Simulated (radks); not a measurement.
Results of a calculation; reference values are marked as such.
Species: Yb III. Configuration: [Xe] 4f14 (the NIST ground configuration).

Code: a radial shooting solver on a logarithmic mesh with Libxc functionals. Model: scalar-relativistic Kohn-Sham, LDA (Slater exchange, Perdew-Wang correlation), spin-polarised, spherical densities, finite nucleus; Fermi nuclear charge, rms radius 5.3108 fm; hard spherical wall at 12 bohr.

Energy parts (eV):
| part | energy |
|---|---|
| total | -382287.65 |
| kinetic | 416390.72 |
| electron-nucleus | -940170.23 |
| Hartree | 149214.81 |
| exchange-correlation | -7722.95 |

Orbitals (lengths in bohr, moments of r in powers of bohr; r(90%) holds 90 % of the orbital's charge):
[
 {"orbital": "1s", "occ.": "2", "eigenvalue (eV)": "-61188.10", "r(90%)": "0.0357"},
 {"orbital": "2s", "occ.": "2", "eigenvalue (eV)": "-10380.73", "r(90%)": "0.129"},
 {"orbital": "2p", "occ.": "6", "eigenvalue (eV)": "-9156.381", "r(90%)": "0.121"},
 {"orbital": "3s", "occ.": "2", "eigenvalue (eV)": "-2350.553", "r(90%)": "0.318"},
 {"orbital": "3p", "occ.": "6", "eigenvalue (eV)": "-1981.327", "r(90%)": "0.324"},
 {"orbital": "3d", "occ.": "10", "eigenvalue (eV)": "-1530.340", "r(90%)": "0.305"},
 {"orbital": "4s", "occ.": "2", "eigenvalue (eV)": "-473.5630", "r(90%)": "0.702"},
 {"orbital": "4p", "occ.": "6", "eigenvalue (eV)": "-352.2754", "r(90%)": "0.755"},
 {"orbital": "4d", "occ.": "10", "eigenvalue (eV)": "-192.4700", "r(90%)": "0.844"},
 {"orbital": "5s", "occ.": "2", "eigenvalue (eV)": "-69.9933", "r(90%)": "1.75"},
 {"orbital": "5p", "occ.": "6", "eigenvalue (eV)": "-42.4226", "r(90%)": "2.13"},
 {"orbital": "4f", "occ.": "14", "eigenvalue (eV)": "-17.9624", "r(90%)": "1.37"},
 {"orbital": "6s", "occ.": "0", "eigenvalue (eV)": "-15.2554", "r(90%)": "4.58"},
 {"orbital": "5d", "occ.": "0", "eigenvalue (eV)": "-13.5683", "r(90%)": "3.72"},
 {"orbital": "6p", "occ.": "0", "eigenvalue (eV)": "-10.2923", "r(90%)": "5.81"}
]

The highest occupied level is 4f at -17.962 eV. The density falls to 0.001 e/bohr^3 at r = 3.29 bohr.
